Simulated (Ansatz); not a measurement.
Stepwise reaction of `[CH3][Sc]([CH3])[CH3]` with ammonia, as a gas-phase model of exchange steps in deposition or etching. ΔE in kJ/mol.

Program: Ansatz. Geometries: PBE0-D4/def2-TZVP. ΔE: electronic, gas phase. CCSD(T)/CBS is the MP2 limit (def2-TZVPP, def2-QZVPP) plus CCSD(T) − MP2 in def2-TZVPP, frozen cores. This one scheme is used for every species. DFT in def2-TZVPP. B3LYP here is the variant with VWN-RPA as its local correlation; programs differ in this. For Sc outer-core shells are correlated without core-valence functions, which leaves a few kJ/mol of doubt a bond. Scalar relativity is left out up to krypton. One conformer a species, not always the lowest.

| step | reaction | PBE-D4 | B3LYP-D4 | ωB97M-V | CCSD(T)/CBS |
| --- | --- | --- | --- | --- | --- |
| 2 | `[CH3][Sc]([CH3])[NH2]` + NH₃ → `[CH3][Sc]([NH2])[NH2]` + CH₄ | -128.5 | -133.3 | -127.4 | -125.9 |
| 3 | `[CH3][Sc]([NH2])[NH2]` + NH₃ → `[NH2][Sc]([NH2])[NH2]` + CH₄ | -123.0 | -128.3 | -122.6 | -121.4 |

Question: Give the row of step 1, `[CH3][Sc]([CH3])[CH3]` + NH₃ → `[CH3][Sc]([CH3])[NH2]` + CH₄. (Estimate.)

Answer: The calculation gave: 
| step | reaction | PBE-D4 | B3LYP-D4 | ωB97M-V | CCSD(T)/CBS |
| --- | --- | --- | --- | --- | --- |
| 1 | `[CH3][Sc]([CH3])[CH3]` + NH₃ → `[CH3][Sc]([CH3])[NH2]` + CH₄ | -133.0 | -137.7 | -132.7 | -131.5 |

Question: By hand: ΔE of the 3 steps together at CCSD(T)/CBS.

Answer: (-131.5) + (-125.9) + (-121.4) = -378.8 kJ/mol, or -126.3 kJ/mol a step.

In ΔE each step is higher than the one before. All are downhill at CCSD(T)/CBS. PBE-D4 differs from CCSD(T)/CBS by -2.6 to -1.5 kJ/mol a step. Isolated molecules leave out the surface, adducts and barriers. Largest T1 diagnostic: 0.014.
